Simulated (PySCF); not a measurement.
# Working out the excitation energy of Ar⁺

Ar⁺ [Ne] 3s2 3p5 (2P) → Ar⁺ [Ne] 3s1 3p5 3d1 (high-spin determinant). Calculation: PySCF 2.14, in aug-cc-pwCVDZ (6s5p3d, 36 functions); the non-relativistic Hamiltonian (point nucleus). Frozen: nothing. Energies in hartree (1 hartree = 27.21139 eV):

```json
{"part": "UHF", "Ar⁺ (lower)": "-526.261926", "Ar⁺ (upper)": "-525.019661"}
{"part": "CCSD correlation", "Ar⁺ (lower)": "-0.298206", "Ar⁺ (upper)": "-0.374814"}
{"part": "(T)", "Ar⁺ (lower)": "-0.003271", "Ar⁺ (upper)": "-0.030858"}
```

Problem. What does Hartree-Fock give?

Solution. (-525.019661) − (-526.261926) = 1.242265 hartree = 33.804 eV.

Problem. What do CCSD and CCSD(T) give?

Solution. The CCSD correlation energies differ by -0.076608 hartree = -2.085 eV and the triples by -0.027587 hartree = -0.751 eV, so CCSD gives 31.719 eV and CCSD(T) 30.968 eV.

One determinant mixes LS terms, so it does not stand for a single term.

The upper state lies above the first ionisation limit, where it may autoionise and the basis confines it.

A double-zeta basis recovers only part of the correlation energy.

The coupled-cluster amplitudes are large, so a single reference is strained.
